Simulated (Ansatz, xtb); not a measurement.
Two isomers of H6OSi3

Structure X is `O1[SiH2][SiH2][SiH2]1`, a singlet and structure Y is `[SiH]O[SiH2][SiH3]`, a singlet. Both are isolated molecules in the gas phase, relaxed with B3LYP-D3(BJ)/def2-SVP, each in the lowest conformer that the search found.

Quicker runs give these differences E(Y) − E(X): GFN2-xTB +4.5 kcal/mol; HF/STO-3G +18.4 kcal/mol (at GFN2-xTB geometries); r2SCAN-D4/def2-SVP +27.6 kcal/mol (at GFN2-xTB geometries).

Estimate E(Y) − E(X) at the level CCSD(T)/def2-SVP + ΔMP2/def2-TZVPP.

Calculated at CCSD(T)/def2-SVP + ΔMP2/def2-TZVPP: E(Y) − E(X) = +23.1 kcal/mol, so structure X lies lower.

The same difference at several levels:

```csv
level,geometry,E(Y) − E(X) (kcal/mol),departure from the last row (kcal/mol),"job, with rough time for the two"
GFN2-xTB,GFN2-xTB,+4.5,−18.6,"optimisation, 0.61 s"
HF/STO-3G,GFN2-xTB,+18.4,−4.7,"single point, 1 s"
r2SCAN-D4/def2-SVP,GFN2-xTB,+27.6,+4.5,"single point, 8.1 s"
B3LYP-D3(BJ)/def2-SVP,B3LYP-D3(BJ)/def2-SVP,+20.8,−2.3,"optimisation, 69 s"
HF/def2-SVP,B3LYP-D3(BJ)/def2-SVP,+18.8,−4.3,part of the CCSD(T) run
MP2/def2-SVP,B3LYP-D3(BJ)/def2-SVP,+24.3,+1.2,part of the CCSD(T) run
CCSD(T)/def2-SVP,B3LYP-D3(BJ)/def2-SVP,+20.6,−2.5,single point
CCSD(T)/def2-SVP + ΔMP2/def2-TZVPP,B3LYP-D3(BJ)/def2-SVP,+23.1,,"single point, 55 s"
```

As drawn, X has 1 Si–Si more. Structure X has a 4-membered ring, Y no ring.

None of the levels shown reverses the order. The largest departure from CCSD(T)/def2-SVP + ΔMP2/def2-TZVPP is that of GFN2-xTB, 18.6 kcal/mol. The last row adds to CCSD(T) the change of the MP2 difference between the two basis sets, here +2.5 kcal/mol.

With harmonic frequencies from B3LYP-D3(BJ)/def2-SVP (ideal gas, rigid rotor, one conformer each, 298.15 K, 1 atm): the zero-point term adds −1.6 kcal/mol; ΔH is +22.3 and ΔG +19.8 kcal/mol.

The correlated steps freeze 16 core orbitals. Run with Ansatz 0.2.0, xtb 6.7.1; the last row on 2 threads of AMD EPYC (Zen 3) on a shared host.
